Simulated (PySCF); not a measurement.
Species: C3H11NO2Si.
Z-matrix (Å and degrees, GFN2-xTB geometry), rows numbered from 1:
```
C 
C   1  1.5227
O   2  1.3987  1  111.45
Si  3  1.6223  2  129.22  1   -86.00
N   4  1.7242  3  113.35  2    54.45
O   4  1.6167  3  108.23  2   166.40
C   6  1.3948  4  126.91  3    46.11
H   1  1.0871  2  110.17  3   179.83
H   1  1.0866  2  109.78  3   -59.78
H   1  1.0861  2  109.53  3    59.21
H   2  1.0969  1  109.83  3  -122.19
H   2  1.0966  1  110.19  3   118.41
H   4  1.4710  3  107.39  2   -73.45
H   5  1.0065  4  117.92  3   -75.31
H   5  1.0066  4  116.51  3   151.19
H   7  1.0913  6  111.04  4   -48.46
H   7  1.0933  6  110.48  4    72.29
H   7  1.0911  6  107.85  4  -168.47
```

The closed-shell SCF was solved with PySCF and density fitting under several settings on one GFN2-xTB geometry (grid level 2 and gas phase unless stated).

```json
{"settings": "WP04/6-31G", "basis functions": "89", "SCF cycles": "15", "E (Eh)": "-626.1081", "HOMO (eV)": "-8.11", "LUMO (eV)": "-0.25", "dipole (D)": "2.12"}
{"settings": "OPBE/def2-SVPD, IEF-PCM chloroform, start guess vsap", "basis functions": "238", "SCF cycles": "14", "E (Eh)": "-615.2208", "HOMO (eV)": "-5.99", "LUMO (eV)": "0.10", "dipole (D)": "1.50"}
```

**Question.** Estimate the rows for these settings: (1) KT2/pcSseg-0, IEF-PCM benzene, energy threshold 1e-07 Eh; (2) PBE0/6-31G*, grid level 4, fitting basis def2-universal-jkfit.

**Answer.** 
| settings | basis functions | SCF cycles | E (Eh) | HOMO (eV) | LUMO (eV) | dipole (D) |
| --- | --- | --- | --- | --- | --- | --- |
| KT2/pcSseg-0, IEF-PCM benzene, energy threshold 1e-07 Eh | 89 | 9 | -622.2013 | -5.62 | 0.48 | 1.87 |
| PBE0/6-31G*, grid level 4, fitting basis def2-universal-jkfit | 124 | 10 | -615.1999 | -7.10 | 1.68 | 1.33 |

**Question.** Over all rows, what range does the HOMO–LUMO gap span?

**Answer.** From 6.09 eV (OPBE/def2-SVPD, IEF-PCM chloroform, start guess vsap) to 8.78 eV (PBE0/6-31G*, grid level 4, fitting basis def2-universal-jkfit). The functional of the narrowest has no exact exchange, that of the widest 25 % exact exchange.

**Question.** And the dipole moment?

**Answer.** From 1.33 D (PBE0/6-31G*, grid level 4, fitting basis def2-universal-jkfit) to 2.12 D (WP04/6-31G); the largest is 1.59 times the smallest, and the median is 1.69 D.

Whole jobs, the steps after the SCF included, on one thread of an Arm Neoverse V2, no GPU, shared host:

```
                                                     settings                                                            work after the SCF  wall time  peak memory
                                                   WP04/6-31G                                       shieldings, charges and field gradients       10 s     0.68 GiB
         OPBE/def2-SVPD, IEF-PCM chloroform, start guess vsap                                     25 singlets by full TDDFT, polarisability       55 s     0.88 GiB
     KT2/pcSseg-0, IEF-PCM benzene, energy threshold 1e-07 Eh                                       shieldings, charges and field gradients      9.4 s     0.73 GiB
PBE0/6-31G*, grid level 4, fitting basis def2-universal-jkfit  spin–spin couplings from 16 perturbed nuclei, spin–dipole term for 2 of them       35 s     0.76 GiB
```

Cycle counts include a coarse-grid stage where the run had one. All basis functions are spherical, in the Pople sets too. KT2 and WP04 were designed for NMR shieldings or shifts; total energies of different functionals aren't comparable. Geometry: GFN2-xTB, one conformer.
